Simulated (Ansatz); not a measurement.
Geometry optimisation, Ansatz, RKS r2SCAN-D4/def2-SVP.

input.yaml

```yaml
crystal:
  periodic: [false, false, false]
  atoms:
    - { symbol: Sn, position_ang: [0.0, 0.0, 0.0] }
    - { symbol: Cl, position_ang: [0.0, 0.0, 2.76] }
    - { symbol: H, position_ang: [1.6408, 0.0, -0.5794] }
    - { symbol: H, position_ang: [-0.8195, 1.4198, -0.5794] }
    - { symbol: H, position_ang: [-0.8195, -1.4198, -0.5794] }
    - { symbol: H, position_ang: [-1.9359, 0.0, 0.6433] }
    - { symbol: H, position_ang: [-1.6217, 0.0, 1.6527] }
basis:
  gaussian: { orbitals: def2-SVP }
hamiltonian:
  xc: r2scan
  dispersion: d4
relax:
  f_tol: 0.15
  max_steps: 25
  restrain:
    - { distance: [0, 5], at: 2.94, k: 30.0 }
    - { distance: [6, 1], at: 2.57, k: 30.0 }
    - { distance: [0, 1], at: 2.41, k: 30.0 }
    - { distance: [6, 5], at: 0.66, k: 30.0 }
```

Command:

```bash
$ ansatz run input.yaml --threads 1 --pin off --max-ram 2048MiB --backend cpu --events-out ev --progress --plain --runs-dir out
```

Problem. Where does it end, and by what steps?

Solution. The run converged. The restraints hold the end off the free minimum; the threshold counts their pulls, which the force column leaves out. Restrained pairs: Sn1–H6 (2.04 → 2.94 Å), Cl2–H7 (1.96 → 2.58 Å), Sn1–Cl2 (2.76 → 2.40 Å), H6–H7 (1.06 → 0.72 Å). After 5 steps the energy has fallen by 2.077 eV (the restraints' own energy left out); H6 moved furthest, 0.71 Å.

```json
{"step": "0", "energy less start (eV)": "0.0000", "largest force component (eV/Å)": "3.714", "accepted": "yes"}
{"step": "1", "energy less start (eV)": "-0.8652", "largest force component (eV/Å)": "2.670", "accepted": "yes"}
{"step": "2", "energy less start (eV)": "-1.1810", "largest force component (eV/Å)": "3.933", "accepted": "yes"}
{"step": "3", "energy less start (eV)": "-1.7085", "largest force component (eV/Å)": "2.486", "accepted": "yes"}
{"step": "4", "energy less start (eV)": "-2.0509", "largest force component (eV/Å)": "1.887", "accepted": "yes"}
{"step": "5", "energy less start (eV)": "-2.0773", "largest force component (eV/Å)": "1.330", "accepted": "yes"}
```

```xyz
7
Properties=species:S:1:pos:R:3
Sn 0.199 0.000 -0.047
Cl 0.321 0.000 2.348
H 1.843 0.000 -0.512
H -0.612 1.425 -0.520
H -0.612 -1.425 -0.520
H -2.557 0.000 0.992
H -2.138 0.000 1.577
```

Time of the run: 24 s on 1 thread of Arm Neoverse V2, on a shared host, peak memory 0.11 GiB.
